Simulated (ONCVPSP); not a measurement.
Plane-wave convergence, ONCV potential for Fe (Z = 26)

ONCVPSP 4.0.1 input, shortened (lines: element, Z, core and valence counts, functional; n l f; lmax; l rc ep ncon nbas qcut; lloc lpopt rc5 dvloc0; l nproj debl; icmod fcfact rcfact), PBEsol, non-relativistic:

```
  Fe 26.00    3    5  -116133      upf
    1    0    2.00
    2    0    2.00
    2    1    6.00
    3    0    2.00
    3    1    6.00
    3    2    6.00
    4    0    1.00
    4    1    1.00
    2
    0    1.60    0.00    4    8    9.50
    1    1.60    0.00    4    7    6.90
    2    1.35    0.00    5   10    9.40
    4    5    0.95    0.00
    0    3    2.00
    1    2    0.80
    2    2    1.00
    2    0.50    1.15
```

Question: For each optimised wave give the share of its norm inside rc, the residual kinetic energy above qcut (Ha) and the cutoffs (Ha) for errors of 10, 1, 0.1 and 0.01 mHa per electron.

Answer:

| wave | norm inside rc | residual KE | 10 mHa | 1 mHa | 0.1 mHa | 0.01 mHa |
| --- | --- | --- | --- | --- | --- | --- |
| 3s | 0.981 | 1.1e-08 | 9.0 | 20.5 | 28.0 | 33.2 |
| 4s | 0.080 | 2.4e-08 | 6.8 | 18.4 | 27.7 | 34.0 |
| s projector 3 | 0.156 | 2.0e-07 | 9.1 | 25.5 | 32.7 | 38.0 |
| 3p | 0.963 | 6.4e-04 | 18.9 | 23.1 | 51.7 | 63.8 |
| 4p | 0.027 | 9.7e-05 | 13.2 | 19.1 | 23.8 | 40.8 |
| 3d | 0.728 | 1.8e-03 | 38.1 | 58.0 | 192.1 | 216.6 |
| d projector 2 | 0.103 | 8.2e-04 | 35.5 | 43.5 | 70.1 | 149.8 |

The occupied waves need 58 Ha and 192 Ha for 1 and 0.1 mHa.
